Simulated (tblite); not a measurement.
Species: benzoic acid, C7H6O2.
SMILES with atom numbers: `[O:1]=[C:2]([OH:3])[c:4]1[cH:5][cH:6][cH:7][cH:8][cH:9]1` (hydrogens: H10 on O3; H11 on C5; H12 on C6; H13 on C7; H14 on C8; H15 on C9)

Computed with GFN2-xTB (tblite), gas phase: nudged elastic band of 9 images (0 to 8), spring 0.2 eV/Å², climbing image at the end, force threshold 0.05 eV/Å. The top image wasn't refined or checked by frequencies; at this threshold it can lie a kcal/mol or more above the true saddle point of the method.

Path: rotation about C4–C2 (substituted aromatic carbon, carboxylic acid carbon), followed by the dihedral C9–C4–C2–O3, from 0° to 180°. Start geometry (image 0):
```
atom  x, y, z in Å
O1      2.601   -1.413    0.059
C2      2.054   -0.342   -0.028
O3      2.751    0.800   -0.156
C4      0.590   -0.140   -0.005
C5     -0.231   -1.258    0.127
C6     -1.604   -1.108    0.152
C7     -2.164    0.156    0.046
C8     -1.350    1.270   -0.086
C9      0.025    1.129   -0.113
H10     3.700    0.602   -0.164
H11     0.229   -2.231    0.208
H12    -2.241   -1.974    0.255
H13    -3.237    0.273    0.066
H14    -1.792    2.253   -0.169
H15     0.665    1.990   -0.215
```

The first guess turns that dihedral rigidly in even steps and adds one set of random displacements (0.04 Å standard deviation a coordinate) to every inner image. Energies of the images above image 0 (eV) in the early part of the optimisation:

| iteration | 1 | 2 | 3 | 4 | 5 | 6 | 7 | 8 |
| --- | --- | --- | --- | --- | --- | --- | --- | --- |
| 0 | 1.130 | 1.220 | 1.326 | 1.386 | 1.367 | 1.289 | 1.218 | 0.000 |
| 10 | 0.047 | 0.104 | 0.173 | 0.204 | 0.177 | 0.111 | 0.055 | 0.000 |
| 20 | 0.030 | 0.087 | 0.155 | 0.186 | 0.159 | 0.094 | 0.039 | 0.000 |

Q: Where does the band end, and how far was the first guess from it?

A: Final energies, images 1 to 8: 0.019, 0.075, 0.143, 0.173, 0.145, 0.079, 0.024, 0.000 eV. The highest point drops from 1.39 eV (image 4) to 0.173 eV (image 4), by 1.21 eV. Image 4 moved by 0.06 Å rms, its dihedral from 87° to 90°. The end images are fixed. The true force on the top image ends at 0.026 eV/Å, and the largest on any image at 0.10 eV/Å; away from the top, the method drives only the force across the path to zero. The last saved iteration is 30.

What follows is the cost of the whole band run. On an Arm Neoverse N1 with one thread, shared host with 64 logical CPUs at a one-minute load of 43, this took 3.4 s of wall time and 0.18 GiB of memory at its peak.
